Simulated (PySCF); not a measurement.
`C[SiH](C)NN`, C2H10N2Si

Cartesian coordinates in Å; atom numbers follow the order of the lines, from 1:
```xyz
15

C    -1.645   -1.217   -0.481
Si   -0.305    0.153   -0.432
C    -0.536    1.532    0.816
N     1.118   -0.709    0.094
N     2.275    0.165    0.458
H    -1.607   -1.852    0.446
H    -2.648   -0.828   -0.636
H    -1.436   -2.001   -1.249
H    -0.260    1.034   -1.666
H     0.261    2.320    0.499
H    -0.225    1.178    1.930
H    -1.555    2.045    0.741
H     1.447   -1.627   -0.206
H     3.030    0.020   -0.293
H     2.620   -0.010    1.479
```

Method: GIAO CAM-B3LYP/pcSseg-1 magnetisability, rotational g tensor and spin-rotation constants, non-relativistic, gas phase (PySCF). Geometry: GFN2-xTB, normal-mode sample at 300 K.

(1) Give the nuclear spin-rotation constants along the inertial axes (H = +C I·J) beside the isotropic shieldings.

Results:

(1) Rotational constants 5.0844, 2.7537, 2.0087 GHz. A star marks the isotopologue with that one atom substituted, in its own axes.
```csv
atom,isotope,Caa (kHz),Cbb (kHz),Ccc (kHz),mean (kHz),σ (ppm)
N4,14N,0.245,0.219,0.145,0.203,174.7
N5,14N,0.261,0.225,0.163,0.216,163.5
H6,1H,-0.525,-0.274,-0.001,-0.267,30.6
H7,1H,-0.074,-0.236,-0.239,-0.183,31.5
H8,1H,-0.526,-0.019,-0.196,-0.247,30.9
H9,1H,-0.379,-0.192,0.076,-0.165,26.1
H10,1H,-0.197,-0.159,-0.129,-0.162,28.4
H11,1H,-0.389,-0.220,-0.013,-0.208,28.4
H12,1H,-0.166,-0.120,-0.219,-0.168,29.7
H13,1H,-0.628,0.149,-0.216,-0.232,28.0
H14,1H,-0.352,-0.166,-0.051,-0.190,26.8
H15,1H,-0.358,-0.244,0.021,-0.194,26.4
C1,13C*,0.559,0.351,0.231,0.380,184.3
Si2,29Si*,-2.938,-1.772,-1.331,-2.014,354.7
```
For the geometry as given, no vibrational averaging.
